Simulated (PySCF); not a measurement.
**Assignment exercise: C3H9ClOSi2**

Molfile (atoms numbered from 1):
```
C3H9ClOSi2
     RDKit          3D

 16 15  0  0  0  0  0  0  0  0999 V2000
   -3.1951    0.7557    0.4983 C   0  0  0  0  0  0  0  0  0  0  0  0
   -2.0595    0.5711   -0.1590 C   0  0  0  0  0  0  0  0  0  0  0  0
   -1.0462   -1.0237   -0.1720 Si  0  0  2  0  0  4  0  0  0  0  0  0
   -2.0945   -2.4231    0.8773 Cl  0  0  0  0  0  0  0  0  0  0  0  0
    1.0190   -0.8261    0.8184 Si  0  0  0  0  0  4  0  0  0  0  0  0
    1.6791    0.2343   -0.2187 O   0  0  0  0  0  0  0  0  0  0  0  0
    2.9656    0.7700   -0.1901 C   0  0  0  0  0  0  0  0  0  0  0  0
   -3.7274    1.6951    0.4910 H   0  0  0  0  0  0  0  0  0  0  0  0
   -3.6467   -0.0372    1.0727 H   0  0  0  0  0  0  0  0  0  0  0  0
   -1.6483    1.4041   -0.7175 H   0  0  0  0  0  0  0  0  0  0  0  0
   -1.0697   -1.5137   -1.5612 H   0  0  0  0  0  0  0  0  0  0  0  0
    1.8349   -2.0511    0.8886 H   0  0  0  0  0  0  0  0  0  0  0  0
    1.0596   -0.2946    2.1928 H   0  0  0  0  0  0  0  0  0  0  0  0
    3.0654    1.4645   -1.0246 H   0  0  0  0  0  0  0  0  0  0  0  0
    3.1424    1.3030    0.7466 H   0  0  0  0  0  0  0  0  0  0  0  0
    3.7139   -0.0195   -0.2864 H   0  0  0  0  0  0  0  0  0  0  0  0
  1  2  2  0
  2  3  1  0
  3  4  1  0
  3  5  1  0
  5  6  1  0
  6  7  1  0
  1  8  1  0
  1  9  1  0
  2 10  1  0
  3 11  1  6
  5 12  1  0
  5 13  1  0
  7 14  1  0
  7 15  1  0
  7 16  1  0
M  END
```

PySCF 2.14 calculation with geometry from GFN2-xTB and shieldings: GIAO PBE0/pcSseg-1; in vacuum, fast rotation and ring inversion assumed for equivalent nuclei, no relativistic terms, one computed conformer.

δ = σ(ref) − σ, references computed at the same level: ¹³C (σref 186.93), ¹H (σref 31.72) vs TMS.

Task: Assign these signals to the numbered atoms. ¹³C{¹H} NMR (computed): δ 143.8 (CH2), 139.1 (CH), 56.1 (CH3).

Result: 
```tsv
δ (ppm)	atoms	environment	reason
143.8	C1	terminal =CH2 carbon	an sp2 carbon of a C=C bond
139.1	C2	alkene CH	an sp2 carbon of a C=C bond
56.1	C7	methyl carbon bonded to O	the inductive effect lowers its shielding
```

Task: Assign these signals to the numbered atoms. ¹H NMR (400 MHz, computed): δ 6.68 (m, 1H), 6.50 (m, 1H), 6.42 (m, 1H), 5.65 (m, 1H), 5.17 (m, 1H), 5.08 (m, 1H), 3.69 (s, 3H).

Result: 
6.68 → H8, hydrogen on a terminal =CH2 carbon: a vinylic proton, deshielded by the sp2 carbon and the C=C anisotropy
6.50 → H10, hydrogen on an alkene CH: attached to an sp2 carbon and in the plane of the double bond
6.42 → H9, hydrogen on a terminal =CH2 carbon: a vinylic proton, deshielded by the sp2 carbon and the C=C anisotropy
5.65 → H11, hydrogen on a silicon bonded to C, Cl, Si
5.17 → H12, hydrogen on a silicon bonded to O, Si
5.08 → H13, hydrogen on a silicon bonded to O, Si
3.69 → H14/H15/H16, hydrogen on a methyl carbon bonded to O: its carbon carries O, which withdraws density

H10 and H9; H12 and H13 lie closer than the usual error of such a calculation, so a measured spectrum could show them in the other order.

Shifts are as computed. Against solution values, carbons near 30 ppm lie about +3 ppm off and those near 130 ppm about +5 ppm. Of 1309 compounds with measured shifts, 239 miss one by over three times the rms of a fit or turn the order of signals round; such compounds aren't used in these exercises. Multiplicities follow the n + 1 count of equivalent neighbours, as no J values were calculated; m marks all less simple cases, F and P coupling included.
